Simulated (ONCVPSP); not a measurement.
Which change was made? (H, ONCV)

| Quantity | Value |
| --- | --- |
| Element | H |
| Generator | ONCVPSP 4.0.1 |
| Type | optimised norm-conserving Vanderbilt (ONCV) |
| Functional | PW91 |
| Relativity | scalar-relativistic |
| Frozen core | none |
| Valence charge | 1 |
| Reference configuration | 1s1 |
| Partial waves | 1s: rc 1.20 bohr, ncon 4, nbas 7, qcut 4.3 1/bohr, 2 projectors, debl 0.5 Ha; p scattering state at 0.1 Ha: rc 1.10 bohr, ncon 5, nbas 8, qcut 8 1/bohr, 2 projectors, debl 3.4 Ha |
| Local potential | polynomial inside 0.75 bohr (lpopt 4, dvloc0 6 Ha) |
| Core correction | none |

Cutoffs, loose and tight: the cutoffs (Ha) at which the residual kinetic energy of the hardest occupied pseudo-wave falls to 1 and 0.1 mHa per electron. They do not see the model core or the augmentation charge, which bear on the density cutoff. Test errors are all-electron minus pseudo excitation energies from the reference, over the configurations 1s0.5; variants that change the core or the reference have their own tests.

The base gives: outcome: generated; cutoff, loose: 23 Ha; cutoff, tight: 73 Ha; bound ghosts: none; GHOST(+) flags above zero: none.

Question: After one change the result is: outcome: generated; cutoff, loose: 34 Ha; cutoff, tight: 98 Ha; bound ghosts: none; GHOST(+) flags above zero: s. Which change was it?
A. all radii scaled by about 1.20 (s 1.44, p 1.32 bohr); local potential polynomial inside 0.90 bohr (lpopt 4, dvloc0 6 Ha)
B. all radii scaled by about 0.87 (s 1.04, p 0.96 bohr); local potential polynomial inside 0.66 bohr (lpopt 4, dvloc0 6 Ha)
C. all radii scaled by about 1.07 (s 1.28, p 1.18 bohr); local potential polynomial inside 0.80 bohr (lpopt 4, dvloc0 6 Ha)
D. all radii scaled by about 0.79 (s 0.94, p 0.88 bohr); local potential polynomial inside 0.60 bohr (lpopt 4, dvloc0 6 Ha)

Answer: B. The others give: all radii scaled by about 0.79 (s 0.94, p 0.88 bohr); local potential polynomial inside 0.60 bohr (lpopt 4, dvloc0 6 Ha) → outcome: generated; cutoff, loose: 40 Ha; cutoff, tight: 119 Ha; bound ghosts: none; GHOST(+) flags above zero: s | all radii scaled by about 1.07 (s 1.28, p 1.18 bohr); local potential polynomial inside 0.80 bohr (lpopt 4, dvloc0 6 Ha) → outcome: generated; cutoff, loose: 15 Ha; cutoff, tight: 64 Ha; bound ghosts: none; GHOST(+) flags above zero: none | all radii scaled by about 1.20 (s 1.44, p 1.32 bohr); local potential polynomial inside 0.90 bohr (lpopt 4, dvloc0 6 Ha) → outcome: generated; cutoff, loose: 11 Ha; cutoff, tight: 48 Ha; bound ghosts: none; GHOST(+) flags above zero: none.
